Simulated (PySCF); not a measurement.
Cartesian coordinates in Å; atom numbers follow the order of the lines, from 1:
```xyz
6

V    -0.004   -0.006   -0.431
N     0.005    0.018    1.151
H     0.019    0.029    2.172
F     1.618   -0.008   -0.972
F    -0.825    1.391   -0.980
F    -0.813   -1.424   -0.940
```

Geometry: PBE0-D3(BJ)/def2-SVP; GIAO absolute shieldings from PySCF 2.14.0 with density-fitted response routines, gas phase, non-relativistic, averaged over equivalent atoms.

At PBE0/pcSseg-1 (pcSseg-2 on V) (146 basis functions, 12 s wall time on 1 thread of an x86-64 server CPU, shared host):
| atoms | σ (ppm) |
| --- | --- |
| V1 | -1080.5 |
| N2 | -295.5 |
| H3 | 25.00 |
| F4/F5/F6 | -100.4 |

Problem. Estimate the result of repeating the calculation with B3LYP/pcSseg-1 (pcSseg-2 on V).

Solution. 
```tsv
atoms	σ at B3LYP/pcSseg-1 (pcSseg-2 on V)	change
V1	-1109.2	-28.7
N2	-295.9	-0.4
H3	25.04	+0.04
F4/F5/F6	-113.8	-13.4
```

The largest change is at V1 (V bonded to 3 F, N). Cost: 146 basis functions, 9.5 s wall time on 1 thread of an x86-64 server CPU, shared host.
